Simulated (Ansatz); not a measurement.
Geometry optimisation, RKS BLYP-D4/STO-3G in Ansatz.

input.yaml

```yaml
crystal:
  periodic: [false, false, false]
  atoms:
    - { symbol: Si, position_ang: [0.0, 0.0, 0.0] }
    - { symbol: "N", position_ang: [0.0, 0.0, 1.82] }
    - { symbol: C, position_ang: [-1.2162, -0.3762, 2.555] }
    - { symbol: H, position_ang: [-1.8642, -0.9999, 1.9045] }
    - { symbol: H, position_ang: [-0.9378, -0.9533, 3.4614] }
    - { symbol: H, position_ang: [-1.7663, 0.5401, 2.8549] }
    - { symbol: C, position_ang: [1.2162, 0.3762, 2.555] }
    - { symbol: H, position_ang: [1.4641, -0.4163, 3.2916] }
    - { symbol: H, position_ang: [2.0585, 0.4943, 1.8418] }
    - { symbol: H, position_ang: [1.0457, 1.3351, 3.0874] }
    - { symbol: F, position_ang: [1.4994, 0.0, -0.5295] }
    - { symbol: F, position_ang: [-0.7489, 1.2974, -0.5295] }
    - { symbol: F, position_ang: [-0.7489, -1.2974, -0.5295] }
basis:
  gaussian: { orbitals: STO-3G }
hamiltonian:
  xc: blyp
  dispersion: d4
relax:
  f_tol: 0.02
  max_steps: 40
```

Launched with:

```bash
$ ansatz run input.yaml --threads 1 --pin off --max-ram 2048MiB --backend cpu --events-out ev --progress --plain --runs-dir out
```

Q: Where does it end, and by what steps?

A: The run converged. The force dipped under the threshold on the way, but the program's further checks kept it going. Limits of this set-up: minimal basis. After 11 steps the energy has fallen by 0.401 eV; N2 moved furthest, 0.45 Å.

```
step  energy less start (eV)  largest force component (eV/Å)  accepted
   0                  0.0000                           3.678       yes
   1                 -0.2688                           2.016       yes
   2                 -0.3531                           0.301       yes
   3                 -0.3719                           0.210       yes
   4                 -0.3866                           0.088       yes
   5                 -0.3684                           0.664        no
   6                 -0.3952                           0.077       yes
   7                 -0.3972                           0.187       yes
   8                 -0.4000                           0.096       yes
   9                 -0.4011                           0.037       yes
  10                 -0.4013                           0.017       yes
  11                 -0.4014                           0.016       yes
```

```xyz
13
Properties=species:S:1:pos:R:3
Si 0.006 -0.011 0.042
N 0.156 -0.420 1.776
C -1.152 -0.480 2.539
H -1.885 -1.077 1.952
H -0.992 -0.986 3.518
H -1.606 0.524 2.750
C 1.181 0.394 2.539
H 1.402 -0.099 3.514
H 2.122 0.434 1.946
H 0.860 1.445 2.760
F 1.510 -0.084 -0.619
F -0.615 1.482 -0.280
F -0.987 -1.121 -0.654
```

Run time: 51 s on 1 thread of Arm Neoverse V1 (shared host), peak memory 0.14 GiB.
